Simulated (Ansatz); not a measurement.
A nudged elastic band was laid between two geometries of Cl₃HSn (5 atoms, charge 0, multiplicity 1).

Level of theory: RKS CAM-B3LYP/def2-SVP in Ansatz 0.2.0.

```yaml
movable_images: 5
climbing_image: yes
spring: 5.0 eV/Å²
optimiser: quadratic models (default)
start_path: through a guess of the saddle point
force_threshold: 0.05 eV/Å
iteration_limit: 60
end_points: relaxed
```

Initial state:

```xyz
5
Properties=species:S:1:pos:R:3
Sn 0.208 0.000 0.331
H -0.038 0.000 2.007
Cl 2.474 0.000 -0.190
Cl -0.741 1.877 -0.663
Cl -0.741 -1.877 -0.663
```

Final state:

```xyz
5
Properties=species:S:1:pos:R:3
Sn -1.124 0.054 0.243
H 1.910 -0.114 2.202
Cl 1.985 0.068 0.928
Cl -0.755 1.814 -1.334
Cl -0.856 -1.822 -1.217
```

Task: Which bonds break or form, and what moves?

Result: Bonds broken: Sn1–H2, Sn1–Cl3. Bonds formed: H2–Cl3. Cl3HSn becomes Cl2Sn + ClH.

Task: Give the energies along the band, and the barrier.

Result: The forces met the threshold. The highest image is number 3 of 0 to 6, 184.2 kJ/mol above the first end and 167.7 kJ/mol above the last; the last end lies 16.6 kJ/mol above the first. Neighbouring images differ by up to 1.3 eV, so the band resolves the path poorly. A vibrational analysis at the climbing image gives one clearly imaginary mode, 1165i cm⁻¹: a first-order saddle point. The orbitals stay closed-shell, which can raise the energy where a bond breaks towards radicals; this wasn't checked here.

```tsv
image	path coordinate (Å)	energy (kJ/mol)	Sn1–H2 (Å)	Sn1–Cl3 (Å)	H2–Cl3 (Å)
0	0.00	0.0	1.69	2.33	3.34
1	0.48	21.6	1.68	2.33	2.89
2	0.95	103.1	1.68	2.40	2.35
3	1.43	184.2	1.77	2.58	1.84
4	1.99	62.1	2.24	2.88	1.34
5	2.56	24.1	2.95	3.10	1.29
6	3.13	16.6	3.62	3.18	1.29
```

Task: What is the geometry of the highest image?

Result: 
```xyz
5
Properties=species:S:1:pos:R:3
Sn -0.278 0.000 0.421
H 0.952 0.000 1.690
Cl 2.299 -0.001 0.432
Cl -0.905 1.856 -0.860
Cl -0.907 -1.855 -0.861
```

Run time: 100 s on 2 threads of Arm Neoverse V1, on a shared host, peak memory 0.24 GiB.
